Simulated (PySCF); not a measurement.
Start geometry of `C[C+]1CCCC[C@H]1CF` from GFN2-xTB (Å):
```
atom  x, y, z in Å
C1     0.862    2.000    0.707
C2     0.147    0.765    0.498
C3    -1.259    0.646    0.903
C4    -2.075   -0.318    0.092
C5    -1.366   -1.616   -0.225
C6    -0.065   -1.293   -0.938
C7     0.856   -0.391   -0.078
C8     2.188   -0.082   -0.796
F9     3.099    0.368    0.127
H10    1.050    2.463   -0.271
H11    1.830    1.885    1.138
H12    0.274    2.743    1.292
H13   -1.225    0.279    1.936
H14   -1.728    1.635    0.997
H15   -2.395    0.164   -0.835
H16   -3.024   -0.516    0.654
H17   -1.983   -2.231   -0.850
H18   -1.173   -2.157    0.710
H19   -0.269   -0.800   -1.878
H20    0.448   -2.213   -1.155
H21    1.100   -0.984    0.805
H22    2.070    0.662   -1.570
H23    2.586   -0.987   -1.261
```

What comes out of this run: PBE0-D3(BJ)/def2-SVP geometry optimisation, gas phase in PySCF?

```
atom  x, y, z in Å
C1     0.4781    1.1739    0.9249
C2    -0.2473   -0.0443    0.5991
C3    -1.6670   -0.1281    0.9431
C4    -2.5395   -1.0685    0.1179
C5    -1.8246   -2.3741   -0.1851
C6    -0.4821   -2.1146   -0.8474
C7     0.4268   -1.2059   -0.0059
C8     1.7797   -0.9534   -0.6713
F9     2.7030   -0.5282    0.2410
H10    0.4457    1.7326   -0.0418
H11    1.5436    1.0177    1.1334
H12   -0.0321    1.8052    1.6644
H13   -1.5851   -0.5009    1.9965
H14   -2.0871    0.8828    1.0740
H15   -2.8072   -0.5557   -0.8207
H16   -3.4832   -1.2405    0.6539
H17   -2.4468   -2.9994   -0.8416
H18   -1.6790   -2.9540    0.7429
H19   -0.6287   -1.6412   -1.8336
H20    0.0531   -3.0568   -1.0330
H21    0.6642   -1.7540    0.9448
H22    1.6920   -0.2046   -1.4773
H23    2.1297   -1.8976   -1.1152
```

The energy falls by 5.0 kcal/mol over 10 energy and gradient evaluations, the largest force component goes from 0.0332 to 3.0e-04 Eh/bohr, and the atoms move by 0.104 Å rms after alignment. The bond that changes most is C7–H21 (sp3 CH carbon to methine hydrogen), which lengthens by 0.032 Å. Bonds longer at the end by more than 0.005 Å: 14 of 23; shorter: 5. Among the angles that change most is C2–C1–H10, from 108.5° to 102.2°. Among the dihedrals that turn most is H11–C1–C2–C7, from -44° to -27°. Rotational constants go from 2635, 1212, 891.1 to 2589, 1208, 880.4 MHz. The orientation of the end geometry is arbitrary; only internal coordinates are fixed.

The run used 196 basis functions and 62 SCF cycles in all.

Whether it is a minimum is left open (no frequencies).

One conformer stands for the species.
